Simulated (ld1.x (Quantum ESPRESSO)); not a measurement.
boron: one change to an RRKJ potential, before and after

* Element: boron (B)
* Generator: ld1.x (Quantum ESPRESSO) 7.5
* Type: norm-conserving RRKJ (Kleinman–Bylander form)
* Functional: Wu–Cohen
* Relativity: scalar-relativistic
* Frozen core: [He]
* Valence charge: 3
* Reference configuration: 2s2 2p0.5 (charge +0.5)
* Partial waves: 2s (bound): rc 1.55 bohr; 2p (bound): rc 3.10 bohr; 3d channel at 0.35 Ry: rc 2.45 bohr
* Local potential: the d channel
* Core correction: none
* rho0: 0.02

All-electron outer shells of the reference configuration (Wu–Cohen, scalar-relativistic, ld1.x):

```
shell  level (eV)  outermost node (bohr)  outermost maximum (bohr)
   2s      -14.06                   0.46                      1.50
   2p       -8.02                      –                      1.50
```

Change: local potential the s channel.

Cutoffs: the cutoffs (Ry, on a coarse ladder) from which the occupation-weighted sum of valence levels, in a spherical-Bessel basis at the reference potential, stays within 10 and 1 mRy of its value at 400 Ry; they do not see the model core or the augmentation charge, which bear on the density cutoff. Errors are all-electron minus pseudo energies relative to the spin-unpolarised reference configuration.

Q: What does the change do?

A: The potential gets softer (21 Ry and 50 Ry → 18 Ry and 50 Ry); of the 7 tests that both files solve, the error grows in 1 and shrinks in 0 by more than 15 % and 0.3 meV (median size 30.5 → 31.1 meV); neither file shows a bound ghost.

| quantity | base | changed |
| --- | --- | --- |
| cutoff, loose | 21 Ry | 18 Ry |
| cutoff, tight | 50 Ry | 50 Ry |
| bound ghosts | none | none |
| error for 2s2 2p1, meV [ΔE -2.86 eV] | +17 | +17 |
| error for 2s2 2p0, meV [ΔE 5.29 eV] | +44 | +44 |
| error for 2s1 2p0, meV [ΔE 30.59 eV] | +211 | +206 |
| error for 2s0 2p3, meV [ΔE 8.83 eV] | +0.4 | +11 |
| error for 2s2 2p1.3, meV [ΔE -3.58 eV] | +29 | +29 |
| error for 2s1 2p1, meV [ΔE 11.44 eV] | -67 | -69 |
| error for 2s1 2p2, meV [ΔE 2.98 eV] | +30 | +31 |
| s: phases at 3.35 bohr within 0.05 rad from the reference energy up to (Ry; the scan ends near 5) | 3.7 | 3.9 |
| p: phases at 3.35 bohr within 0.05 rad from the reference energy up to (Ry; the scan ends near 5) | 0.3 | 0.3 |
| d: phases at 3.35 bohr within 0.05 rad from the reference energy up to (Ry; the scan ends near 5) | 2.9 | 2.9 |
